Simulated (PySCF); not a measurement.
**Electron correlation in Cl³⁺ (chlorine, charge +3)**

[Ne] 3s2 3p2, high-spin 3P determinant. All numbers are calculated (PySCF 2.14, the non-relativistic Hamiltonian (point nucleus), in dyall-acv3z). Frozen: [Ne]; 4 electrons correlated; the 23 highest virtual orbitals of each spin left out.

| level | correlation energy (mhartree) |
| --- | --- |
| CCSD | -98.55 |
| (T) | -2.27 |
| CCSD(T) | -100.82 |

Diagnostics: T1 = 0.0079, D1 = 0.0201, largest double amplitude 0.103.

Cost of the coupled-cluster step: about 30 core-seconds, for 4 correlated electrons.

Iterations:

```
CC2 = 0
CCSD nocc = (np.int64(3), np.int64(1)), nmo = (85, 85)
frozen orbitals [[0, 1, 2, 3, 4, 90, 91, 92, 93, 94, 95, 96, 97, 98, 99, 100, 101, 102, 103, 104, 105, 106, 107, 108, 109, 110, 111, 112], [0, 1, 2, 3, 4, 90, 91, 92, 93, 94, 95, 96, 97, 98, 99, 100, 101, 102, 103, 104, 105, 106, 107, 108, 109, 110, 111, 112]]
max_cycle = 100
direct = 0
conv_tol = 1e-08
conv_tol_normt = 1e-06
diis_space = 8
diis_start_cycle = 0
Init t2, MP2 energy = -0.0757214494735092
Init E_corr(UCCSD) = -0.0757214494738363
cycle = 1  E_corr(UCCSD) = -0.0912902058858145  dE = -0.0155687564  norm(t1,t2) = 0.0452169
cycle = 2  E_corr(UCCSD) = -0.0958183523769992  dE = -0.00452814649  norm(t1,t2) = 0.0173266
cycle = 3  E_corr(UCCSD) = -0.098552708028799  dE = -0.00273435565  norm(t1,t2) = 0.00773986
cycle = 4  E_corr(UCCSD) = -0.0985343783446009  dE = 1.83296842e-05  norm(t1,t2) = 0.00126876
cycle = 5  E_corr(UCCSD) = -0.0985484946920352  dE = -1.41163474e-05  norm(t1,t2) = 0.000159216
cycle = 6  E_corr(UCCSD) = -0.098544244817507  dE = 4.24987453e-06  norm(t1,t2) = 3.17782e-05
cycle = 7  E_corr(UCCSD) = -0.098545913369798  dE = -1.66855229e-06  norm(t1,t2) = 4.64738e-06
cycle = 8  E_corr(UCCSD) = -0.0985455769603431  dE = 3.36409455e-07  norm(t1,t2) = 9.93575e-07
cycle = 9  E_corr(UCCSD) = -0.0985455772813579  dE = -3.21014756e-10  norm(t1,t2) = 1.60861e-07
UCCSD converged
E(UCCSD) = -456.8935383812223  E_corr = -0.0985455772813579
UCCSD(T) correction = -0.00227433029278147
```
